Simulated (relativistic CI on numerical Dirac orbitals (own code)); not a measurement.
The 5d ions of charge 1+

These numbers are calculated, not measured: Dirac-Coulomb-Breit CI, KLI orbitals optimised for each configuration, model QED, valence Slater integrals scaled by 0.85 (own radial code, finite nucleus).

Each species is treated in one configuration, given outside its closed core, with all valence electrons in the open shell. Radial values are for the open shell of highest l, unscaled and averaged over j; ζ includes the Breit term. Labels give the leading LS character, summed over repeated terms.

| Ion | Configuration | Its lowest level | LS weight (%) | ⟨r⟩ (bohr) | ⟨r²⟩ (bohr²) | ζ (cm⁻¹) | Next level | E (cm⁻¹) |
| --- | --- | --- | --- | --- | --- | --- | --- | --- |
| Lu⁺ | 5d2 | 3F_2 | 98 | 2.627 | 8.43 | 517.6 | 3F_3 | 885.96 |
| Hf⁺ | 5d3 | 4F_3/2 | 98 | 2.377 | 6.848 | 891.1 | 4F_5/2 | 902.37 |
| Ta⁺ | 5d4 | 5D_0 | 92 | 2.186 | 5.761 | 1292 | 5D_1 | 612.63 |
| W⁺ | 5d5 | ? | ? | ? | ? | ? | ? | ? |
| Re⁺ | 5d6 | 5D_4 | 92 | 1.911 | 4.367 | 2192 | 5D_3 | 2623.4 |
| Os⁺ | 5d7 | 4F_9/2 | 90 | 1.805 | 3.889 | 2696 | 4F_7/2 | 4835.7 |
| Ir⁺ | 5d8 | 3F_4 | 97 | 1.715 | 3.501 | 3238 | J = 2 (mixed) | 6239.8 |
| Pt⁺ | 5d9 | 2D_5/2 | 100 | 1.636 | 3.179 | 3821 | 2D_3/2 | 9483.4 |

**Question.** Fill in the row of W⁺.

**Answer.** Its lowest level 6S_5/2; LS weight (%) 96; ⟨r⟩ (bohr) 2.035; ⟨r²⟩ (bohr²) 4.97; ζ (cm⁻¹) 1725; Next level 4G_5/2; E (cm⁻¹) 15017.

NIST ASD lists another ground level for Lu⁺ (1S0), Hf⁺ (2D3/2), Ta⁺ (5F1), Re⁺ (7S3), Os⁺ (6D9/2), Ir⁺ (5F5).

With one configuration, terms of near-neutral atoms and ions can be 10 to 25 % off, and close levels can change places.

At low charge ζ of a weakly bound d or f electron comes out too small.
